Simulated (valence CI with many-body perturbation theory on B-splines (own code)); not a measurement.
# Level structure of Dy25+

Level of theory: relativistic CI+MBPT: five valence electrons over a frozen Dirac-Fock core [Kr], a basis of 7 s, 7 p, 8 d, 6 f, 4 g, 1 h functions for each j, with the one-electron correlation potential Σ1, the two-electron term Σ2, the three-electron term Σ3, Breit, model QED; selected CI, second order for the rest, scaled by the run's own slope (own B-spline code, finite nucleus).

No measured levels were compared; by estimate terms of the open shell hold to 2 to 4 % of their energy, and close levels can change places. Among the levels kept, up to 490 cm⁻¹ of a level comes from second order outside the variational space, and about a tenth of that is noise between levels of different J, which matters for small intervals. Only levels of the ground parity were solved; by the run's estimate the other parity begins above the list, which can be wrong where configurations are misplaced.

Levels 1 to 33 of 33, with energies above the lowest level, (4d3/2^4 4d5/2) J=5/2. "Leading %" is the weight of the configuration and term that name the level; weights of strongly mixed levels are sums over their largest components and can fall short, so below about 35 % the name and the second component can differ from the true leading terms, or belong to a minority configuration. In the jj column 3d3/2^4 stands for four electrons in 3d with j = 3/2. Lifetimes count E1, E2, E3, M1 and M2 decay at the calculated energies, and are blank where another channel may lead or the interval is too uncertain; long ones can be off by a factor of two.

```tsv
No.	Configuration	Term	J	E (cm⁻¹)	Leading %	Second component	g	Lifetime	Leading jj
1	4d5	6S	5/2	0.0	36	30 % 4d5 4P	1.585		4d3/2^4 4d5/2 (72 %)
2	4d5	6S	5/2	48598	33	25 % 4d5 2F	1.236	243 μs	4d3/2^3 4d5/2^2 (62 %)
3	4d5	4G	7/2	78111	42	21 % 4d5 4D	1.148	408 μs	4d3/2^3 4d5/2^2 (96 %)
4	4d5	4D	3/2	80971	43	34 % 4d5 4P	1.250	125 μs	4d3/2^3 4d5/2^2 (95 %)
5	4d5	4G	11/2	83978	47	34 % 4d5 2H	1.145		4d3/2^3 4d5/2^2 (93 %)
6	4d5	4G	9/2	91834	48	19 % 4d5 4F	1.154	21.0 ms	4d3/2^3 4d5/2^2 (86 %)
7	4d5	4D	5/2	95056	38	22 % 4d5 4G	1.135	452 μs	4d3/2^3 4d5/2^2 (73 %)
8	4d5	4P	1/2	100120	53	25 % 4d5 4D	1.806	4.08 ms	4d3/2^3 4d5/2^2 (76 %)
9	4d5	2F	7/2	111590	33	25 % 4d5 4F	1.117	1.94 ms	4d3/2^3 4d5/2^2 (88 %)
10	4d5	2D	5/2	126270	36	18 % 4d5 4G	1.224	81.0 μs	4d3/2^2 4d5/2^3 (64 %)
11	4d5	2D	3/2	138050	51	25 % 4d5 4F	0.792	458 μs	4d3/2^3 4d5/2^2 (64 %)
12	4d5	4D	7/2	139400	49	32 % 4d5 4G	1.214	176 μs	4d3/2^2 4d5/2^3 (92 %)
13	4d5	2I	11/2	143580	56	40 % 4d5 4G	1.066	238 μs	4d3/2^2 4d5/2^3 (94 %)
14	4d5	4G	9/2	148760	45	42 % 4d5 2G	1.147	249 μs	4d3/2^2 4d5/2^3 (86 %)
15	4d5	4D	1/2	151580	72	16 % 4d5 4P	0.653	134 μs	4d3/2^2 4d5/2^3 (92 %)
16	4d5	2I	13/2	157550	99		1.074	1.10 ms	4d3/2^2 4d5/2^3 (99 %)
17	4d5	4P	3/2	157710	52	32 % 4d5 4F	1.199	65.4 μs	4d3/2^2 4d5/2^3 (91 %)
18	4d5	2F	5/2	162250	41	23 % 4d5 4D	1.013	127 μs	4d3/2^2 4d5/2^3 (89 %)
19	4d5	2H	9/2	177340	52	47 % 4d5 4F	1.109	89.1 μs	4d3/2^2 4d5/2^3 (99 %)
20	4d5	2G	7/2	181400	61	33 % 4d5 2F	0.990	364 μs	4d3/2^2 4d5/2^3 (98 %)
21	4d5	4F	5/2	184440	57	22 % 4d5 2D	1.037	95.2 μs	4d3/2^2 4d5/2^3 (92 %)
22	4d5	2D	3/2	191720	86	8 % 4d5 4F	0.812	232 μs	4d3/2^2 4d5/2^3 (64 %)
23	4d5	2S	1/2	200470	48	27 % 4d5 4P	1.856	98.3 μs	4d3/2^2 4d5/2^3 (61 %)
24	4d5	2F	7/2	200660	45	38 % 4d5 2G	1.058	143 μs	4d3/2^2 4d5/2^3 (85 %)
25	4d5	4P	5/2	211980	35	28 % 4d5 2F	1.230	39.1 μs	4d3/2 4d5/2^4 (84 %)
26	4d5	2G	9/2	218340	64	19 % 4d5 2H	1.103	223 μs	4d3/2^2 4d5/2^3 (81 %)
27	4d5	4F	7/2	232060	34	30 % 4d5 2F	1.194	58.0 μs	4d3/2 4d5/2^4 (96 %)
28	4d5	2H	11/2	239170	61	26 % 4d5 2I	1.068	64.8 μs	4d3/2 4d5/2^4 (97 %)
29	4d5	2D	3/2	242010	51	22 % 4d5 4D	0.900	45.9 μs	4d3/2 4d5/2^4 (84 %)
30	4d5	2D	5/2	253130	64	23 % 4d5 2F	1.131	70.4 μs	4d3/2 4d5/2^4 (52 %)
31	4d5	2G	9/2	258820	73	11 % 4d5 2H	1.111	86.6 μs	4d3/2 4d5/2^4 (79 %)
32	4d5	2P	3/2	258990	78	16 % 4d5 2D	1.213	158 μs	4d3/2^2 4d5/2^3 (86 %)
33	4d5	2D	5/2	268580	64	22 % 4d5 2F	1.110	78.0 μs	4d3/2^2 4d5/2^3 (38 %)
```

The ionisation energy to 4d4 3P_0 of the next ion comes out as 872.61 eV (NIST: 872 ± 4 eV (theoretical)). All 33 levels together are meant to be complete up to 269590 cm⁻¹.
